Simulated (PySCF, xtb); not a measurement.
SeCl3, SMILES Cl[Se+](Cl)Cl, charge +1.

Harmonic wavenumbers (cm⁻¹) from GFN2-xTB (xtb 6.7.1) at its own minimum, in rising order: 146, 147, 177, 352, 353, 388.

Question: What does ωB97X-D3(BJ)/def2-SVP (PySCF) give at its own minimum? (The exact figures need the calculation; the answer reports its results.)

Answer: 165, 165, 209, 458, 458, 463. Paired by order, the mean absolute difference is 59 cm⁻¹ and the zero-point energies are 2.2 and 2.7 kcal/mol.
